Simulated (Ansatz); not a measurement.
# How methods differ on [GeH3]− (SMILES [GeH3-])

[GeH3]− has 4 atoms, charge -1, and is taken as a singlet. As SMILES, `[GeH3-]`. The shape comes from GFN2-xTB, which is rough for such elements, and wasn't checked as a minimum.

```xyz
4

Ge    0.4689   -0.2750   -0.5421
H     0.9350    0.1543    1.0892
H    -0.9409   -1.0906    0.1022
H    -0.4631    1.2113   -0.6494
```

Each level gives the energy change with the Ge1–H4 bond stretched from 1.758 to 2.197 Å (eV). The values are calculated.

```
                     level                   kind  program  value (eV)  less FCI/STO-3G  CPU time (all runs)
    HF/STO-3G (restricted)           Hartree–Fock   Ansatz        1.95            +0.44               0.17 s
  BLYP/STO-3G (restricted)                    GGA   Ansatz        1.49            -0.02                  1 s
revPBE/STO-3G (restricted)                    GGA   Ansatz        1.51             0.00                  1 s
 B3LYP/STO-3G (restricted)          global hybrid   Ansatz        1.61            +0.10                1.1 s
 BHLYP/STO-3G (restricted)          global hybrid   Ansatz        1.77            +0.26                1.1 s
  PBE0/STO-3G (restricted)          global hybrid   Ansatz        1.68            +0.17               0.99 s
   MP2/STO-3G (restricted)    perturbation theory   Ansatz        1.71            +0.20               0.19 s
CCSDTQ/STO-3G (restricted)  coupled cluster or CI   Ansatz        1.51             0.00                9.5 s
                FCI/STO-3G     exact in the basis   Ansatz        1.51             0.00               0.55 s
```

FCI/STO-3G is exact within its basis and frozen core, so for wave-function methods in that basis the difference is their error; functionals converge differently with the basis, so for them it is only a difference. All-electron rows without a relativistic Hamiltonian named are non-relativistic. Sets without diffuse functions describe the anion poorly. The first shape isn't each level's own minimum. The values span 1.49 to 1.95 eV. All rows use very small basis sets, so none should be taken for the real molecule's value. In the correlated wave-function rows the outer d shell of Ge is correlated, in sets not made for it. Times are those of the runs behind each value, whatever else they computed, on shared processors of several kinds: orders of magnitude only.
